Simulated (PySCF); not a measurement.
Computed with TPSSh-D3(BJ)/def2-TZVP // TPSS-D3(BJ)/def2-SVP (PySCF). All species are isolated molecules in the gas phase. 

Reference species: [Ti(Cl)3(F)] (neutral, multiplicity 1).

```yaml
charge on the central atom (Mulliken): 1.26 e
mean_distance_from_the_central_atom_to_its_bonded_neighbours: 2.067 Å
LUMO: -4.25 eV
coordination_number: 4
```

Changed species: [Ti(Cl)4] (0 of 4 Cl replaced by F; the reference has 1 of 4 Cl replaced by F).

Q: Give the shifts of the charge on the central atom (Mulliken), mean distance from the central atom to its bonded neighbours, LUMO and coordination number.

A: the charge on the central atom (Mulliken) falls by 0.16 e, to 1.10 e; the mean distance from the central atom to its bonded neighbours rises by 0.106 Å, to 2.173 Å; the LUMO decreases by 0.06 eV, to -4.31 eV; the coordination number stays essentially unchanged.
